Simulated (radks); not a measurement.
Q: The mean radii <r> (bohr) of the occupied orbitals of an atom or ion are listed with their occupations. Calculated with a radial shooting solver on a logarithmic mesh with Libxc functionals: scalar-relativistic Kohn-Sham, r2SCAN, spin-unpolarised, spherical densities, finite nucleus; meta-GGA in the generalised Kohn-Sham scheme; Fermi nuclear charge, rms radius of each element as measured or else 0.836 A^(1/3) + 0.57 fm.

orbital  occ.      <r>
1s          2  0.05213
2s          2   0.2324
2p          6   0.2039
3s          2   0.6048
3p          2   0.5980

Name the element and its charge.

A: Z = 29, copper, charge +15: Cu15+ in [Ne] 3s2 3p2. The 1s radius gives Z: for a bare nucleus <r> = (2 gamma + 1)/(2Z) with gamma = sqrt(1 - (Z/c)^2), 0.05094 bohr for Z = 29, and screening makes it slightly larger (0.05213 here). The occupations add up to 14, and the charge is Z minus that.
